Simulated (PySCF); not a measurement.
# Ionising BiCl

UHF-CCSD(T); PySCF, scalar-relativistic core potentials, basis sets Bi def2-SVPD with ECP60, Cl def2-SVPD. Neutral (UHF): triplet (π ↑↑), Re = 2.517 Å, ωe = 318 cm⁻¹, De = 2.56 eV.

BiCl⁺ (UHF): doublet (π ↑), Re = 2.403 Å, ωe = 382 cm⁻¹. The energies at the minima are -673.22634 hartree for BiCl and -672.92011 for BiCl⁺.

Work out the adiabatic ionisation energy, without and with harmonic zero-point energies (1 hartree = 27.2114 eV, 1 eV = 8065.5 cm⁻¹), and the change of the bond length.

At UHF-CCSD(T): 0.30623 hartree = 8.333 eV between the minima; the zero-point term (382.0 − 318.0)/2 cm⁻¹ = +0.004 eV makes it 8.337 eV. Re changes by -11.4 pm against the neutral. The electron leaves a π orbital, and the shorter bond of the ion fits an antibonding orbital, or a change in how ionic the bond is.

Correlated steps freeze 9 core orbitals. Correlated levels converge slowly with the basis: in double zeta they bind strong bonds too weakly, by up to about 1 eV, and carry superposition errors of some tenths. These are scalar-relativistic numbers at best; spin–orbit coupling would shift them, the dissociation energy most. States were picked by a PBE0 search and need not be the measured ground states.
